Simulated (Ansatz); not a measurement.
Reaction (silylene formation by 1,1-elimination): `O[Si@H](Cl)[Si@H](F)Cl` → `O[Si]Cl` + `F[SiH2]Cl`

Gas-phase electronic energies from Ansatz, PBE0-D4/def2-TZVP geometries. CCSD(T)/CBS is the MP2 limit (def2-TZVPP, def2-QZVPP) plus CCSD(T) − MP2 in def2-TZVPP, frozen cores. This one scheme is used for every species. DFT in def2-TZVPP. One conformer a species, not always the lowest.

Q: Is it downhill or uphill in electronic energy at CCSD(T)/CBS, and by how much? (Estimate.)

A: Computed: Uphill: ΔE = +28.0 kcal/mol.

Q: What do these levels give: r2SCAN-D4, ωB97X-V, ωB97M-V, PBE, r2SCAN, PBE0, HF/def2-TZVPP, MP2/def2-TZVPP, SCS-MP2/def2-TZVPP, CCSD/def2-TZVPP, CCSD(T)/def2-TZVPP, CCSD/CBS(def2)? (Best estimate.)

A: Ansatz gave: r2SCAN-D4 31.8, ωB97X-V 30.5, ωB97M-V 24.7, PBE 26.3, r2SCAN 31.0, PBE0 29.3, HF/def2-TZVPP 24.4, MP2/def2-TZVPP 28.5, SCS-MP2/def2-TZVPP 26.5, CCSD/def2-TZVPP 26.1, CCSD(T)/def2-TZVPP 26.5, CCSD/CBS(def2) 27.7 kcal/mol.

Largest T1 diagnostic among the species: 0.014.

The D4 term adds +4.5 kcal/mol with B3LYP and +2.6 kcal/mol with PBE0; it sums over pairs of atoms, weighted by their polarisabilities, and B3LYP, whose exchange is more repulsive, gets the larger term. From PBE to PBE0 (25 % exact exchange), in def2-TZVPP and without D4, ΔE moves by +2.9 kcal/mol.

B3LYP here is the variant with VWN-RPA as its local correlation; programs differ in this.
